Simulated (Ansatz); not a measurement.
Two members of one family (BP nanocrystals, H-capped) that differ in charge, which shifts all levels, computed with Ansatz in the gas phase. The two geometries come from different levels. Levels of anions in sets without diffuse functions are rough. The structures are stationary points that may keep the symmetry of their start.

First: B7P7H20, cut from zinc blende (singlet, charge 0, PBE-D4/def2-SVP geometry).

```xyz
34

B     2.6071    0.0584   -1.5296
B    -1.2495   -1.1863    2.4410
B     0.2046   -1.8347   -0.4376
B     1.1683    0.7337    1.3035
B     0.6629    2.6686   -1.2565
B    -1.7304    0.7621   -0.1656
B    -0.3065    0.0870   -3.0054
P     0.3083   -0.0675    2.8441
P     1.7280   -0.6857    0.0560
P     1.2174    1.1559   -2.3796
P    -0.6181   -2.5375    1.1707
P    -2.4773   -0.0414    1.4317
P    -1.0771   -0.6591   -1.3648
P    -0.1438    1.8273    0.3188
H     2.9184   -0.8909   -2.2391
H     3.5340    0.7522   -1.1269
H    -1.7590   -1.6702    3.4375
H     0.5623   -2.7515   -1.1613
H     2.1225    1.4079    1.6582
H     1.6330    3.3040   -0.8588
H    -0.2191    3.3240   -1.7982
H    -2.5696    1.4526   -0.7207
H     0.0666   -0.8639   -3.6835
H    -1.1689    0.7963   -3.5095
H     1.2047   -0.8507    3.6398
H    -0.0971    0.8964    3.8215
H     2.6349   -1.5225    0.7878
H     1.8144    1.7232   -3.5473
H     0.2347   -3.4359    1.8874
H    -1.7149   -3.4160    0.8980
H    -3.6591   -0.8058    1.1712
H    -3.0138    0.9220    2.3440
H    -2.2156   -1.4759   -1.6696
H    -0.6021    2.8238    1.2433
```

```json
{"level": "PBE-D4/def2-SVP", "HOMO (eV)": "-5.75", "LUMO (eV)": "-1.78", "gap (eV)": "3.97"}
{"level": "PBE-D4/def2-TZVP", "HOMO (eV)": "-5.91", "LUMO (eV)": "-2.06", "gap (eV)": "3.85"}
{"level": "r2SCAN-D4/def2-TZVP", "HOMO (eV)": "-6.12", "LUMO (eV)": "-1.87", "gap (eV)": "4.25"}
{"level": "PBE0-D4/def2-SVP", "HOMO (eV)": "-6.88", "LUMO (eV)": "-0.99", "gap (eV)": "5.88"}
{"level": "PBE0-D4/def2-TZVP", "HOMO (eV)": "-6.98", "LUMO (eV)": "-1.25", "gap (eV)": "5.73"}
```

Second: B8P7H24⁻, cut from zinc blende, disc (singlet, charge -1, r2SCAN-D4/def2-SVP geometry).

```tsv
atom	x (Å)	y (Å)	z (Å)
B1	3.4804	0.0449	-1.3120
B2	-2.4054	2.8367	0.0608
B3	0.5954	1.4932	-0.4845
B4	2.0819	-0.3478	1.6303
B5	-0.8351	1.0371	2.3111
B6	-0.6148	-1.5039	0.4234
B7	2.2910	-2.8995	-0.4220
B8	-3.5939	-0.1083	0.9528
P9	1.8033	0.8666	-1.8703
P10	3.0645	-1.1910	0.1530
P11	-1.0557	2.2222	-1.2037
P12	-2.5524	1.4744	1.4644
P13	0.4122	-2.5777	-0.8284
P14	-2.4463	-1.2218	-0.1599
P15	0.3011	0.1665	0.9528
H16	3.9893	-0.5076	-2.2745
H17	4.1318	0.9789	-0.8668
H18	-3.4528	3.0217	-0.5389
H19	-1.9166	3.8478	0.5437
H20	1.1645	2.4283	0.0555
H21	2.6653	0.6712	1.9703
H22	1.9237	-1.1646	2.5253
H23	-0.2842	2.0704	2.6576
H24	-1.0255	0.2348	3.2136
H25	-0.6890	-2.1653	1.4462
H26	2.8360	-3.3624	-1.4117
H27	2.2590	-3.6594	0.5358
H28	-4.6052	0.1674	0.3267
H29	-3.7889	-0.7891	1.9491
H30	2.0632	1.9382	-2.7721
H31	1.0810	0.0362	-2.7750
H32	4.3479	-1.5611	0.6419
H33	-0.7361	3.2652	-2.1204
H34	-1.5943	1.3036	-2.1497
H35	-3.3717	2.1011	2.4436
H36	0.2356	-2.0539	-2.1412
H37	-0.2605	-3.8164	-1.0322
H38	-2.4388	-0.7872	-1.5172
H39	-3.0598	-2.4892	-0.3773
```

Task: Estimate the same table for the second.

Result: 
| level | HOMO (eV) | LUMO (eV) | gap (eV) |
| --- | --- | --- | --- |
| PBE-D4/def2-SVP | -2.58 | 1.84 | 4.42 |
| PBE-D4/def2-TZVP | -2.72 | 1.50 | 4.21 |
| r2SCAN-D4/def2-TZVP | -2.90 | 1.69 | 4.59 |
| PBE0-D4/def2-SVP | -3.65 | 2.62 | 6.27 |
| PBE0-D4/def2-TZVP | -3.72 | 2.27 | 6.00 |
